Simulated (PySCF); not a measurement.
PySCF input file for Al(H)2(SiH3) (AlH₅Si), SMILES [AlH2][SiH3], TDA-ωB97X/def2-SVPD. Coordinates come from a PBE0-D3(BJ)/def2-TZVP optimisation.

```python
import numpy as np
from pyscf import gto, scf, dft, tdscf

mol = gto.M(
    atom='''
    Al    0.02903494   -0.61805478   -1.14995023
    H    -1.29702037   -0.73184540   -2.01809267
    H     1.37515775   -1.24001416   -1.72017416
    Si   -0.02301831    0.53954619    1.01595507
    H    -0.04618616    2.01664824    0.79714582
    H     1.15970203    0.23838357    1.87065287
    H    -1.24685099    0.19789328    1.79645020
    ''',
    basis='def2-SVPD',
    charge=0,
    spin=0,
    max_memory=1600,
    verbose=4,
)
mf = dft.RKS(mol, xc='wb97x').density_fit(auxbasis='def2-universal-jkfit')
mf.grids.level = 3
mf.conv_tol = 1e-9
mf.max_cycle = 100
mf.kernel()
mf.grids = dft.Grids(mol).set(level=1).build(with_non0tab=True)  # coarser grid for the response kernel
td = tdscf.TDA(mf)
td.singlet = True
td.nstates = 10
td.conv_tol = 1e-4
td.kernel(x0=td.get_init_guess(mf, 15))
td.analyze()
tt = tdscf.TDA(mf)
tt.singlet = False
tt.nstates = 4
tt.conv_tol = 1e-4
tt.kernel(x0=tt.get_init_guess(mf, 9))
tt.analyze(verbose=3)
```

Program output:

```
PySCF version 2.14.0

[INPUT] verbose = 4
[INPUT] num. atoms = 7
[INPUT] num. electrons = 32
[INPUT] charge = 0
[INPUT] spin (= nelec alpha-beta = 2S) = 0
[INPUT] symmetry False subgroup None
[INPUT] Mole.unit = angstrom
[INPUT] Symbol           X                Y                Z      unit          X                Y                Z       unit  Magmom
[INPUT]  1 Al     0.029034940000  -0.618054780000  -1.149950230000 AA    0.054868084643  -1.167954264178  -2.173090991581 Bohr   0.0
[INPUT]  2 H     -1.297020370000  -0.731845400000  -2.018092670000 AA   -2.451013277282  -1.382987371523  -3.813642440292 Bohr   0.0
[INPUT]  3 H      1.375157750000  -1.240014160000  -1.720174160000 AA    2.598671525573  -2.343287152983  -3.250658048954 Bohr   0.0
[INPUT]  4 Si    -0.023018310000   0.539546190000   1.015955070000 AA   -0.043498301750   1.019594530653   1.919876837163 Bohr   0.0
[INPUT]  5 H     -0.046186160000   2.016648240000   0.797145820000 AA   -0.087279193145   3.810912863186   1.506387281142 Bohr   0.0
[INPUT]  6 H      1.159702030000   0.238383570000   1.870652870000 AA    2.191519222802   0.450479659896   3.535021598432 Bohr   0.0
[INPUT]  7 H     -1.246850990000   0.197893280000   1.796450200000 AA   -2.356206889243   0.373964101092   3.394798874420 Bohr   0.0

nuclear repulsion = 74.7941319416081
number of shells = 40
number of NR pGTOs = 134
number of NR cGTOs = 88
basis = def2-SVPD
ecp = {}


[settings echo left out]
init E= -534.308024865425
  HOMO = -0.278959232724199  LUMO = -0.0520843311810486  gap/eV = 6.17358
cycle= 1 E= -534.697764756525  delta_E= -0.39  |g|= 0.173  |ddm|= 2.31
  HOMO = -0.377917353145799  LUMO = -0.0226906608086486  gap/eV = 9.66621
cycle= 2 E= -534.712733810822  delta_E= -0.015  |g|= 0.0433  |ddm|= 0.343
  HOMO = -0.358834560919335  LUMO = -0.00442135781170716  gap/eV = 9.64407
cycle= 3 E= -534.713837218706  delta_E= -0.0011  |g|= 0.0138  |ddm|= 0.172
  HOMO = -0.363204421920168  LUMO = -0.00595752927518811  gap/eV = 9.72118
cycle= 4 E= -534.713957756561  delta_E= -0.000121  |g|= 0.00199  |ddm|= 0.0561
  HOMO = -0.363169780456709  LUMO = -0.00615829985948668  gap/eV = 9.71478
cycle= 5 E= -534.713961350723  delta_E= -3.59e-06  |g|= 0.000555  |ddm|= 0.00938
  HOMO = -0.363238275852042  LUMO = -0.00613655446444872  gap/eV = 9.71723
cycle= 6 E= -534.713961608296  delta_E= -2.58e-07  |g|= 0.000131  |ddm|= 0.00209
  HOMO = -0.363234743242174  LUMO = -0.00613309785837268  gap/eV = 9.71723
cycle= 7 E= -534.713961632174  delta_E= -2.39e-08  |g|= 2.35e-05  |ddm|= 0.000582
  HOMO = -0.36323449787467  LUMO = -0.00612954205339511  gap/eV = 9.71732
cycle= 8 E= -534.713961632781  delta_E= -6.08e-10  |g|= 4.61e-06  |ddm|= 0.00011
  HOMO = -0.363234900109152  LUMO = -0.00613029471996152  gap/eV = 9.71731
Extra cycle  E= -534.713961632802  delta_E= -2.09e-11  |g|= 1.89e-06  |ddm|= 2.02e-05
converged SCF energy = -534.713961632802
tot grids = 25128


******** <class 'pyscf.tdscf.rks.TDA'> for <class 'pyscf.df.df_jk.DFRKS'> ********
nstates = 10 singlet
deg_eia_thresh = 1.000e-03
wfnsym = None
conv_tol = 0.0001
eigh lindep = 1e-12
eigh level_shift = 0
eigh max_cycle = 100


Excitation energies (eV)
[4.41363085 5.24905651 6.88431686 7.30609442 7.45160473 7.52893928
 7.68862291 7.89833955 8.20837122 8.4467787 ]

** Singlet excitation energies and oscillator strengths **
Excited State   1:      4.41363 eV    280.91 nm  f=0.0056
      16 -> 17       -0.69854
Excited State   2:      5.24906 eV    236.20 nm  f=0.0000
      15 -> 17        0.69491
Excited State   3:      6.88432 eV    180.10 nm  f=0.0488
      15 -> 21       -0.10553
      16 -> 18        0.15287
      16 -> 19       -0.29814
      16 -> 20        0.56981
Excited State   4:      7.30609 eV    169.70 nm  f=0.2154
      13 -> 17        0.12278
      14 -> 17       -0.13864
      16 -> 18       -0.45507
      16 -> 19        0.32161
      16 -> 20        0.27174
      16 -> 21        0.20956
Excited State   5:      7.45160 eV    166.39 nm  f=0.0176
      13 -> 17       -0.63597
      13 -> 22       -0.10283
      16 -> 18       -0.14046
      16 -> 20        0.13032
Excited State   6:      7.52894 eV    164.68 nm  f=0.0045
      13 -> 17        0.12992
      14 -> 17        0.42327
      16 -> 18       -0.36554
      16 -> 19       -0.15369
      16 -> 21       -0.32624
      16 -> 25       -0.13204
Excited State   7:      7.68862 eV    161.26 nm  f=0.0245
      14 -> 17        0.37127
      16 -> 20       -0.10163
      16 -> 21        0.49771
      16 -> 22        0.22595
Excited State   8:      7.89834 eV    156.98 nm  f=0.4334
      14 -> 17       -0.32711
      16 -> 18       -0.20448
      16 -> 19       -0.38841
      16 -> 22        0.36553
Excited State   9:      8.20837 eV    151.05 nm  f=0.2063
      14 -> 17        0.11339
      15 -> 19       -0.11536
      15 -> 20       -0.10187
      15 -> 21        0.13847
      16 -> 18        0.15790
      16 -> 19        0.23249
      16 -> 20        0.13027
      16 -> 21       -0.20297
      16 -> 22        0.46381
      16 -> 23       -0.19649
Excited State  10:      8.44678 eV    146.78 nm  f=0.0842
      15 -> 19       -0.57953
      15 -> 20       -0.20531
      15 -> 24        0.22375
      16 -> 22       -0.14884

** Transition electric dipole moments (AU) **
state          X           Y           Z        Dip. S.      Osc.
  1         0.0480      0.2017     -0.0940      0.0518      0.0056
  2         0.0108      0.0028     -0.0013      0.0001      0.0000
  3        -0.5076      0.1687      0.0573      0.2894      0.0488
  4        -0.0810     -0.5634     -0.9379      1.2037      0.2154
  5        -0.1642     -0.1503     -0.2169      0.0966      0.0176
  6         0.1491     -0.0442      0.0182      0.0245      0.0045
  7        -0.0342     -0.1626      0.3205      0.1303      0.0245
  8        -0.0604      0.6275      1.3574      2.2399      0.4334
  9         0.1302     -0.6160     -0.7935      1.0260      0.2063
 10         0.6063      0.0323      0.1960      0.4070      0.0842

** Transition velocity dipole moments (imaginary part, AU) **
state          X           Y           Z        Dip. S.      Osc.
  1        -0.0065     -0.0242      0.0149      0.0009      0.0035
  2        -0.0005     -0.0006      0.0003      0.0000      0.0000
  3        -0.0496      0.0285      0.0265      0.0040      0.0105
  4        -0.0044     -0.1453     -0.2458      0.0816      0.2025
  5        -0.0095     -0.0331     -0.0565      0.0044      0.0107
  6         0.0144      0.0028      0.0180      0.0005      0.0013
  7        -0.0076      0.0104      0.0816      0.0068      0.0161
  8        -0.0055      0.1651      0.3391      0.1423      0.3268
  9         0.0288     -0.1463     -0.2247      0.0727      0.1608
 10         0.1933     -0.0041      0.0639      0.0415      0.0890

** Transition magnetic dipole moments (imaginary part, AU) **
state          X           Y           Z
  1         0.9191     -0.1760      0.0999
  2        -0.0226      0.5450      1.0693
  3         0.0154      0.1083     -0.0980
  4         0.2310     -0.0567     -0.0845
  5        -0.0549      0.2859      0.5268
  6        -0.1658     -0.0193     -0.1352
  7         0.7759     -0.0324      0.0909
  8         0.4110     -0.2395      0.1216
  9         0.1778     -0.8779      0.3298
 10        -0.2632     -0.1615      0.1260


******** <class 'pyscf.tdscf.rks.TDA'> for <class 'pyscf.df.df_jk.DFRKS'> ********
nstates = 4 triplet
deg_eia_thresh = 1.000e-03
wfnsym = None
conv_tol = 0.0001
eigh lindep = 1e-12
eigh level_shift = 0
eigh max_cycle = 100


Excitation energies (eV)
[3.82184856 4.91942533 5.93198469 6.5095247 ]

** Triplet excitation energies and oscillator strengths **
Excited State   1:      3.82185 eV    324.41 nm  f=0.0000
Excited State   2:      4.91943 eV    252.03 nm  f=0.0000
Excited State   3:      5.93198 eV    209.01 nm  f=0.0000
Excited State   4:      6.50952 eV    190.47 nm  f=0.0000
```

Self-consistency was reached.

Cost: roughly 27 core-seconds.
